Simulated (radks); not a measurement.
Problem. All-electron atom: the mercury ion Hg4+ in [Kr] 4d10 4f14 5s1.75 5p6 5d8 6s0.25 (fractional occupations, a model configuration). All-electron calculation, scalar-relativistic Kohn-Sham, LDA (Slater exchange, Perdew-Wang correlation), spin-polarised, spherical densities, point nucleus; open shells are filled with parallel spins first (spin-orbit coupling, left out, can overturn this in heavy ions). Program: a radial shooting solver on a logarithmic mesh with Libxc functionals. Some entries of the table are withheld. Estimate them.

orbital  occ.  eigenvalue (hartree)  <1/r> (bohr^-1)  <r^2> (bohr^2)
1s up       1             -3056.663            97.59       0.0003810
1s down     1             -3056.660            97.59       0.0003810
2s up       1             -543.4178            22.89        0.005799
2s down     1             -543.4095            22.89        0.005799
2p up       3             -468.9920            20.28        0.004900
2p down     3             -468.9848            20.28        0.004900
3s up       1             -130.4471            8.482         0.03738
3s down     1             -130.4419            8.482         0.03738
3p up       3             -108.9507            7.717         0.03852
3p down     3             -108.9454            7.717         0.03852
3d up       5             -86.31641            7.258         0.03189
3d down     5             -86.30959            7.258         0.03189
4s up       1             -30.19488            3.644          0.1801
4s down     1             -30.18513            3.644          0.1800
4p up       3             -23.14566            3.284          0.2060
4p down     3             -23.13553            3.285          0.2059
4d up       5             -14.78636            2.947          0.2330
4d down     5             -14.77440            2.948          0.2328
5s up       1              -6.30465            1.518          0.8976
5s down  0.75              -6.25295            1.521          0.8951
4f up       7              -5.51052            2.536          0.2800
4f down     7              -5.49515            2.539          0.2788
5p up       3              -4.37605            1.301           1.178
5p down     3              -4.31835            1.303           1.176
5d up       5              -2.18478           0.9791           2.020
5d down     3              -2.12527           0.9773           2.035
6s up    0.25                   (1)           0.6186           4.806
6s down     0                   (2)           0.6126           4.888

Solution. 
(1) 6s up eigenvalue (hartree): -1.73743
(2) 6s down eigenvalue (hartree): -1.69628
